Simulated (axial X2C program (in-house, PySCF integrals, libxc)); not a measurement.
## Nuclear properties of PI

Computed with an axial X2C code built on PySCF integrals: two-component X2C with atomic mean-field Coulomb and Gaunt terms, Gaussian nuclei, basis I dyall-cv3z, P dyall-v3z with contracted cores.

R = 2.384 Å (near the PBE0 minimum at charge 0 of the determinant lowest at the starting distance; the state shown can have its own minimum elsewhere).

Input and command:
```json
{"zs": [53, 15], "q": 0, "bas": ["dyall-cv3z", "dyall-v3z"], "r0": 2.44, "levels": ["PBE0", "HF", "PBE", "LDA", "r2SCAN"], "nst": 3}
```
```bash
python soeom.py task.json out
```

Keys: zs atomic numbers; q charge; bas basis sets; r0 starting distance in Å; levels methods; nst determinants followed.

Determinant lowest in the PBE0 search, Ω = 1 (⟨Sz⟩ = 1.00, ⟨Lz⟩ = 0.00 at PBE0), spin on the atoms I 0.08, P 0.91:

| level | Eeff magnitude (GV/cm) | Ws magnitude I (kHz) | A∥/gI I (MHz) | qzz I (a.u.) | A∥/gI P (MHz) | qzz P (a.u.) | μ (D) |
| --- | --- | --- | --- | --- | --- | --- | --- |
| PBE0 | 0.704 | 0.212 | -137 | 8.06 | -163 | 0.69 | -0.08 |
| HF | 0.384 | 0.00091 | -71.2 | 9.09 | -84.9 | 0.65 | 0.51 |
| PBE | 0.856 | 0.312 | -169 | 7.49 | -176 | 0.73 | -0.35 |
| LDA | 1.24 | 0.562 | -180 | 7.36 | -156 | 0.82 | -0.38 |
| r2SCAN | 0.171 | 0.117 | -97.2 | 7.87 | -104 | 0.71 | -0.20 |

Determinant 0.73 eV from it at PBE0 and this distance, Ω = 0 (closed shell), highest spinor 79% P p, 16% I p, 4% I d:

```
 level  qzz I (a.u.)  qzz P (a.u.)  μ (D)
  PBE0          6.85          0.86  -0.72
    HF          8.31          0.66   0.09
   PBE          6.21          0.94  -1.05
   LDA          6.30          0.97  -0.98
r2SCAN          6.31          0.94  -1.03
```

Eeff is the effective electric field on the electron electric dipole moment in this Ω state and Ws the scalar–pseudoscalar constant of the nucleus named (defined with the proton number Z and per Ω); A∥ (defined per Ω) follows by multiplying with gI = μI/(I μN); qzz is the electric field gradient, eQq0 = 234.96 MHz × Q/barn × qzz; μ is positive if the P end (last atom) is positive. The operators were transformed with the bare-nucleus X2C matrices; with these basis sets, hyperfine constants and field gradients can be off by tens of per cent, and where levels differ in sign neither size nor sign is settled.

Task: With Q(127I) = -0.68822 barn (Q from Pyykkö, Mol. Phys. 2018), turn the PBE0 values of the first state into constants in MHz.

Result: eQq0(127I) = 234.96 × (-0.68822) × (8.06) = -1300 MHz.

Each state is one determinant with collinear spin, which with several unpaired electrons need not be a pure state. Unrestricted Hartree–Fock can overshoot spin polarisation at the nuclei. A closed determinant beside an open π² or δ² triplet, such as (π1/2)², mixes with its partner pair into the 0⁺ component of the triplet and ¹Σ⁺, so its energy is not that of a level, and 0⁺ can lie lowest. With several open shells hyperfine constants can be off by a factor of several. Where Eeff spreads by more than a factor of two the levels disagree and none is to be relied on. Open-shell Ω = 0 determinants with evenly filled partner blocks cannot be reached by this program, so the Ω shown need not be the lowest component. The search compared states at one distance, so a state with another bond length can lie lower. The sign of Ws at I differs between levels in the first state. Further determinants of the search, some of them spin-mixed, are not shown. Where a field gradient or hyperfine factor spreads by more than a factor of two over the levels, a constant derived from it is not to be relied on. PBE0 term energies can be off by some tenths of an eV.
